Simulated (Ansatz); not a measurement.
A nudged elastic band was laid between two geometries of CH3F + HSe (7 atoms, charge 0, multiplicity 2).

These are results of UKS BLYP-D4/def2-SVP in Ansatz 0.2.0, not measurements.

```json
{
 "movable images": "7",
 "climbing image": "yes",
 "spring": "5.0 eV/Å²",
 "optimiser": "quadratic models (default)",
 "start path": "through a guess of the saddle point",
 "force threshold": "0.2 eV/Å",
 "iteration limit": "60",
 "end points": "relaxed"
}
```

First end point:

```xyz
7
Properties=species:S:1:pos:R:3
H -0.221 -0.090 0.375
Se 1.577 -1.651 1.207
C -0.800 0.393 -0.457
F -1.332 1.592 -0.022
H 2.497 -0.498 0.970
H -1.611 -0.306 -0.759
H -0.111 0.560 -1.314
```

Last end point:

```xyz
7
Properties=species:S:1:pos:R:3
H -0.380 -0.746 -0.821
Se 1.476 -1.209 1.777
C -0.794 0.264 -0.626
F -0.217 0.782 0.539
H 2.374 -0.225 1.106
H -1.895 0.198 -0.495
H -0.563 0.935 -1.480
```

Which bonds break or form, and what moves?

No bond is made or broken.

What energy profile does the band end with?

It converged. The highest image is number 3 of 0 to 8, 0.1 kcal/mol above the first end and 2.8 kcal/mol above the last; the last end lies 2.7 kcal/mol below the first. The threshold of 0.2 eV/Å is loose, so the images may lie well off the minimum-energy path. The top lies less than 8 meV above the higher end, about what the thresholds resolve: that end is a shoulder or a very shallow well. Another band between the same ends (7 images) ends at a top of the same energy, where a vibrational analysis finds 1 clearly imaginary mode.

```
image  path coordinate (Å)  energy (kcal/mol)
    0                 0.00                0.0
    1                 0.28                0.0
    2                 0.57                0.1
    3                 0.85                0.1
    4                 1.20                0.1
    5                 1.54               -0.2
    6                 1.89               -1.1
    7                 2.23               -2.2
    8                 2.58               -2.7
```

What is the geometry of the highest image?


```xyz
7
Properties=species:S:1:pos:R:3
H -0.073 -0.320 -0.050
Se 1.539 -1.523 1.498
C -0.805 0.363 -0.552
F -1.048 1.472 0.231
H 2.503 -0.443 1.125
H -1.743 -0.211 -0.720
H -0.373 0.664 -1.532
```

The run took 49 s on 2 threads of AMD EPYC 9R45 96-Core Processor (Zen 5) (shared host), peak memory 0.22 GiB.
